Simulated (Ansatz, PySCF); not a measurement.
This Ansatz (a first-principles code) input computes a PBE0/def2-TZVPD energy:

Ansatz 0.2 input:
```yaml
crystal:
  periodic: [false, false, false]
  atoms:
    - {symbol: B, position_ang: [-0.00000000, 0.00000000, -0.00000000]}
    - {symbol: O, position_ang: [0.70673726, 1.10572871, 0.37874790]}
    - {symbol: C, position_ang: [0.20053317, 2.41093923, 0.12744964]}
    - {symbol: O, position_ang: [0.49861260, -1.24719551, 0.24789583]}
    - {symbol: C, position_ang: [1.75228937, -1.41047805, 0.89951019]}
    - {symbol: O, position_ang: [-1.20534986, 0.14146680, -0.62664373]}
    - {symbol: C, position_ang: [-1.95282254, -1.00046118, -1.02695983]}
    - {symbol: H, position_ang: [0.92897385, 3.12216411, 0.51374631]}
    - {symbol: H, position_ang: [0.06219077, 2.57903681, -0.94235305]}
    - {symbol: H, position_ang: [-0.75674533, 2.56406048, 0.62949044]}
    - {symbol: H, position_ang: [1.73799874, -0.96395665, 1.89564654]}
    - {symbol: H, position_ang: [2.55693484, -0.94898031, 0.32380305]}
    - {symbol: H, position_ang: [1.93712295, -2.48011060, 0.98561782]}
    - {symbol: H, position_ang: [-1.39072146, -1.60759200, -1.73921523]}
    - {symbol: H, position_ang: [-2.20965756, -1.62256833, -0.16737175]}
    - {symbol: H, position_ang: [-2.86609680, -0.64205351, -1.49936414]}
basis:
  gaussian:
    orbitals: def2-TZVPD
hamiltonian:
  xc: {name: PBE0}
output: {forces: true}
```

Question: Write an input for the same energy in PySCF and say what it gives.

Answer: 
```python
from pyscf import gto, scf, dft

mol = gto.M(
    atom='''
    B    -0.00000000    0.00000000   -0.00000000
    O     0.70673726    1.10572871    0.37874790
    C     0.20053317    2.41093923    0.12744964
    O     0.49861260   -1.24719551    0.24789583
    C     1.75228937   -1.41047805    0.89951019
    O    -1.20534986    0.14146680   -0.62664373
    C    -1.95282254   -1.00046118   -1.02695983
    H     0.92897385    3.12216411    0.51374631
    H     0.06219077    2.57903681   -0.94235305
    H    -0.75674533    2.56406048    0.62949044
    H     1.73799874   -0.96395665    1.89564654
    H     2.55693484   -0.94898031    0.32380305
    H     1.93712295   -2.48011060    0.98561782
    H    -1.39072146   -1.60759200   -1.73921523
    H    -2.20965756   -1.62256833   -0.16737175
    H    -2.86609680   -0.64205351   -1.49936414
    ''',
    basis='def2-tzvpd',
    charge=0,
    spin=0,
    verbose=4,
)

mf = dft.RKS(mol, xc='pbe0').density_fit(auxbasis='def2-universal-jkfit')
mf.grids.level = 3
mf.conv_tol = 1e-9
mf.max_cycle = 100
mf.max_memory = 1500
mf.kernel()
if not mf.converged:
    mf = mf.newton()
    mf.kernel(mf.make_rdm1())
mf.analyze()
```
It gives -370.10885 Eh, and Ansatz -370.10872 Eh, a difference of 0.13 mEh, from the treatment of integrals and grids.
